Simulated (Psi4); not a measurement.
HCl$_{3}$Si, charge -1, doublet, at a GFN2-xTB geometry (a state made from the parent by changing its charge; the spin is typed, not shown lowest) (a gas-phase anion, which may not be bound at this level); CCSD(T)/3-21G in Psi4 1.11.

Here is a job for Psi4.
```
memory 2 GB

molecule {
-1 2
  Si    0.24470920    0.27168732    0.12676686
  Cl   -1.09335905   -1.23658447   -0.34820121
  Cl   -1.27515476    1.96775416    0.22818236
  Cl    2.14529555   -0.97049972   -0.07733403
  H     0.36878146    0.26498816    1.58026276
}

set basis 3-21g
set reference uhf
set puream false

energy('ccsd(t)')
print_variables()
```

What the program printed (banner, timings and long lists left out):

```
   => Loading Basis Set <=

    Name: 3-21G
    Role: ORBITAL
    Keyword: BASIS

         ---------------------------------------------------------
                                   SCF
               by Justin Turney, Rob Parrish, Andy Simmonett
                          and Daniel G. A. Smith
                              UHF Reference
         ---------------------------------------------------------

  ==> Geometry <==

    Molecular point group: c1
    Full point group: C1

    Geometry (in Angstrom), charge = -1, multiplicity = 2:

       Center              X                  Y                   Z               Mass
    ------------   -----------------  -----------------  -----------------  -----------------
         SI           0.249099387489     0.275429599241     0.139926999339    27.976926534650
         CL          -1.088968862511    -1.232842190759    -0.335041070661    34.968852682000
         CL          -1.270764572511     1.971496439241     0.241342499339    34.968852682000
         CL           2.149685737489    -0.966757440759    -0.064173890661    34.968852682000
         H            0.373171647489     0.268730439241     1.593422899339     1.007825032230

  Running in c1 symmetry.

  Rotational constants: A =      0.12267  B =      0.04688  C =      0.03426 [cm^-1]
  Rotational constants: A =   3677.44533  B =   1405.41049  C =   1026.96223 [MHz]
  Nuclear repulsion =  313.768319796148489

  Charge       = -1
  Multiplicity = 2
  Electrons    = 67
  Nalpha       = 34
  Nbeta        = 33

  ==> Algorithm <==

  SCF Algorithm Type is PK.
  DIIS enabled.
  MOM disabled.
  Fractional occupation disabled.
  Guess Type is SAD.
  Energy threshold   = 1.00e-08
  Density threshold  = 1.00e-08
  Integral threshold = 1.00e-12

  ==> Primary Basis <==

  Basis Set: 3-21G
    Blend: 3-21G
    Number of shells: 30
    Number of basis functions: 54
    Number of Cartesian functions: 54
    Spherical Harmonics?: false
    Max angular momentum: 1

  ==> Integral Setup <==

  Using in-core PK algorithm.
   Calculation information:
      Number of atoms:                   5
      Number of AO shells:              30
      Number of primitives:             63
      Number of atomic orbitals:        54
      Number of basis functions:        54

      Integral cutoff                 1.00e-12
      Number of threads:                 1

  Performing in-core PK
  Using 2206710 doubles for integral storage.
  We computed 78865 shell quartets total.
  Whereas there are 108345 unique shell quartets.

  ==> DiskJK: Disk-Based J/K Matrices <==

    J tasked:                  Yes
    K tasked:                  Yes
    wK tasked:                  No
    Schwarz Cutoff:          1E-12

  Minimum eigenvalue in the overlap matrix is 1.3637943160E-02.
  Reciprocal condition number of the overlap matrix is 3.8804918373E-03.
    Using symmetric orthogonalization.

  ==> Pre-Iterations <==

  SCF Guess: Superposition of Atomic Densities via on-the-fly atomic UHF (no occupation information).

   -------------------------
    Irrep   Nso     Nmo
   -------------------------
     A         54      54
   -------------------------
    Total      54      54
   -------------------------

  ==> Iterations <==

                        Total Energy        Delta E     RMS |[F,P]|

   @UHF iter SAD: -1659.51689758599355   -1.65952e+03   0.00000e+00
   @UHF iter   1: -1659.98208670967688   -4.65189e-01   4.83789e-03 ADIIS/DIIS
   @UHF iter   2: -1660.02312795663352   -4.10412e-02   1.73115e-03 ADIIS/DIIS
   @UHF iter   3: -1660.02818616435025   -5.05821e-03   2.53211e-04 ADIIS/DIIS
   @UHF iter   4: -1660.02848650062515   -3.00336e-04   6.10277e-05 DIIS
   @UHF iter   5: -1660.02851044205886   -2.39414e-05   2.31824e-05 DIIS
   @UHF iter   6: -1660.02851452509799   -4.08304e-06   1.07270e-05 DIIS
   @UHF iter   7: -1660.02851541981090   -8.94713e-07   4.32322e-06 DIIS
   @UHF iter   8: -1660.02851558637371   -1.66563e-07   1.23950e-06 DIIS
[...]
  @UHF Final Energy: -1660.02851560009708
    Total Energy =                      -1660.0285156000970801
[...]
             23   0         0.0149729523
             24   1         0.0138153024
             30   1         0.0129802368
             25   2         0.0121139583
             24   0         0.0099723311
             23   3         0.0077642316
             26   3        -0.0063724094
             26   1        -0.0059868310

    Largest TIJAB Amplitudes:
     33  31   1   0         0.0115194157
     33  25   4   1        -0.0095992700
     33  32  10   1        -0.0087890007
     28  26   2   0         0.0071496873
     33  23   4   2        -0.0070891016
     33  25   6   4         0.0068918279
     30  27   1   0         0.0067644684
     24  23   3   2         0.0066173217
     26  25   1   0        -0.0063775841
     31  29  10   8        -0.0063596028

    Largest Tijab Amplitudes:
     26  24   1   0         0.0114573453
     30  28   1   0        -0.0097193762
     32  29   2   0         0.0093332813
     32  29  11   0        -0.0092274926
     28  27   2   0         0.0089417689
     30  27   2   1         0.0084553026
     31  29   1   0        -0.0082182082
     25  24   2   1        -0.0078502253
     31  28   9   0         0.0071967294
     25  24   5   2         0.0070728399

    Largest TIjAb Amplitudes:
     23  23   2   3        -0.0256583111
     32  32   2   3        -0.0249945583
     24  32   2   3         0.0224842154
     24  24   0   1        -0.0219390341
     24  24   2   3        -0.0217145702
     33  29   1   0         0.0211412839
     25  25   1   2        -0.0197459372
     23  23   0   1        -0.0172101825
     32  24   2   3         0.0172034829
     33  26   0   1        -0.0171387196

    SCF energy       (wfn)                    = -1660.028515600097080
    Reference energy (file100)                = -1660.028515600095716

    Opposite-spin MP2 correlation energy      =   -0.146041737646743
    Same-spin MP2 correlation energy          =   -0.046957347401621
    Singles MP2 correlation energy            =   -0.000000000000000
    MP2 correlation energy                    =   -0.192999085048364
      * MP2 total energy                      = -1660.221514685144029

    Opposite-spin CCSD correlation energy     =   -0.172689875854163
    Same-spin CCSD correlation energy         =   -0.044788366884147
    Singles CCSD correlation energy           =    0.000000000000000
    CCSD correlation energy                   =   -0.217478242738310
      * CCSD total energy                     = -1660.245993842833968

            **************************
            *                        *
            *        CCTRIPLES       *
            *                        *
            **************************

    Wave function   =    CCSD_T
    Reference wfn   =      UHF

    Nuclear Rep. energy (wfn)                =  313.768319796148489
    SCF energy          (wfn)                = -1660.028515600097080
    Reference energy    (file100)            = -1660.028515600095716
    CCSD energy         (file100)            =   -0.217478242738310
    Total CCSD energy   (file100)            = -1660.245993842833968

    Number of ijk index combinations:
    Spin Case AAA:                                5984
    Spin Case BBB:                                5456
    Spin Case AAB:                               18513
    Spin Case ABB:                               17952
    AAA (T) energy                             =   -0.000079629172713
    BBB (T) energy                             =   -0.000107095768380
    AAB (T) energy                             =   -0.001731609965990
    ABB (T) energy                             =   -0.001748503872255
    (T) energy                                   =   -0.003666838779337
      * CCSD(T) total energy                     = -1660.249660681613250

  Variable Map:
  ----------------------------------------------------------------------------
[...]
  Array Variable Map:
  ----------------------------------------------------------------------------
[...]
[...]
```
